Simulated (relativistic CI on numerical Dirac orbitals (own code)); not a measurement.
Radial parameters of Os LXIII

These numbers are calculated, not measured: Dirac-Coulomb-Breit CI, KLI orbitals optimised for each configuration, a model potential for QED, unscaled Slater integrals (own radial code, finite nucleus).

Slater integrals F^k, G^k are unscaled and averaged over j, outside the closed core [Ne]; ζ comes from projecting the Hamiltonian with its Breit term on Σ l·s of the shell.

- 3s²3p²: F^2(3p,3p) = 557120, ζ(3p) = 2.2063e+06 cm⁻¹; <r>(3p) = 0.1748, <r^2>(3p) = 0.03542 (bohr units).
- 3s²3p3d: ζ(3p) = 2.2049e+06, F^2(3p,3d) = 563120, G^1(3p,3d) = 579980, G^3(3p,3d) = 393020, ζ(3d) = 297420 cm⁻¹; <r>(3p) = 0.1749, <r^2>(3p) = 0.03547, <r>(3d) = 0.1549, <r^2>(3d) = 0.02765 (bohr units).
- 3s3p³: F^2(3p,3p) = 556960, G^1(3s,3p) = 708440, ζ(3p) = 2.2061e+06 cm⁻¹; <r>(3s) = 0.1781, <r^2>(3s) = 0.03628, <r>(3p) = 0.1748, <r^2>(3p) = 0.03544 (bohr units).

Averages of the first 10 configurations, taken without configuration mixing, which lowers the lowest level and can move excited configurations by several eV; other configurations of the list can lie among them:

| Configuration | Parity | States | Average energy above the lowest level (eV) |
| --- | --- | --- | --- |
| 3s²3p² | even | 15 | 546.5 |
| 3s²3p3d | odd | 60 | 975.7 |
| 3s3p³ | odd | 40 | 1004.2 |
| 3s²3d² | even | 45 | 1414.4 |
| 3p⁴ | even | 15 | 1486.4 |
| 3s3p²3d | even | 300 | 1422.9 |
| 3p²3d² | even | 675 | 2312.3 |
| 3s3p3d² | odd | 540 | 1851.1 |
| 3p³3d | odd | 200 | 1894.6 |
| 3s²3d4s | even | 20 | 3873.3 |
